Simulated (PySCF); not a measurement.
C₃H₅ (SMILES C=C[CH2-]), charge -1, singlet, at a GFN2-xTB geometry (in this run its highest filled SCF level lies above zero, so its values depend strongly on the basis, on diffuse functions most of all), atoms displaced at random by about 0.03 Å a coordinate; DF-TPSS/6-31G, gradient (PySCF).

PySCF was given this input:
```python
from pyscf import gto, scf, dft

mol = gto.M(
    atom='''
C     1.27055039    0.00851353   -0.18528430
C    -0.08175335    0.36639889    0.06661006
H     1.51755633   -1.00470293   -0.52906860
H     2.10815040    0.68061783   -0.05537369
H    -0.17435995    1.40515660    0.48515881
C    -1.25148720   -0.27708298    0.04865647
H    -2.16155366    0.02571414    0.27350613
H    -1.24364878   -1.35755935   -0.31780778
''',
    basis='6-31g',
    charge=-1,
    verbose=3,
)

mf = dft.RKS(mol)
mf.xc = 'tpss'
mf = mf.density_fit(auxbasis='def2-universal-jkfit')
mf.kernel()
g = mf.nuc_grad_method()
grad = g.kernel()
```

Question: Write the output that PySCF gives for this input, abridged.

Answer: 
```
converged SCF energy = -117.221510161352
--------------- DFRKS gradients ---------------
         x                y                z
0 C     0.0152801970     0.0096077527     0.0045814292
1 C    -0.0620210999    -0.0475941445    -0.0194055040
2 H    -0.0004392355    -0.0007113519     0.0003309654
3 H    -0.0022890301    -0.0072074392    -0.0015069101
4 H    -0.0029155193     0.0021030716     0.0056783372
5 C    -0.0323340382     0.1017127842     0.0408311357
6 H     0.0833008033    -0.0404722441    -0.0241432362
7 H     0.0014228048    -0.0174372233    -0.0063659599
----------------------------------------------
```
